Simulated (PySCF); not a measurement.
Relaxation of doublet AsH4

Level of theory: PySCF, UPBE0, basis As def2-TZVP, H def2-TZVP (no relativity, density fitting). A (50,194) grid was used.

A start displaced from a saddle point along its imaginary mode, of C2v symmetry, held to at least that symmetry:

```xyz
5
charge 0 multiplicity 2, angstrom
As    0.0000    0.0000    0.0053
H     1.5335    0.0000    0.3592
H     0.0000    1.3962   -0.5560
H    -1.5335    0.0000    0.3592
H     0.0000   -1.3962   -0.5560
```

Question: What forces act on the atoms at the start (eV/Å)?

Answer: 
| atom | Fx | Fy | Fz |
| --- | --- | --- | --- |
| As1 | 0.00 | 0.00 | 1.75 |
| H2 | 0.24 | 0.00 | -0.28 |
| H3 | 0.00 | -0.21 | -0.59 |
| H4 | -0.24 | 0.00 | -0.28 |
| H5 | 0.00 | 0.21 | -0.59 |

Question: What does it relax to?

Answer: It ends at C2v with As–H 1.511 Å (×2), As–H 1.654 Å (×2); H–As–H 92.2° (×4), H–As–H 96.5°, H–As–H 173.2°. A frequency run shows a minimum.

Question: How much energy is released, and in how many steps?

Answer: 66.4 kJ/mol in 9 steps.

The relaxation took of the order of 50 core-seconds on a shared host.
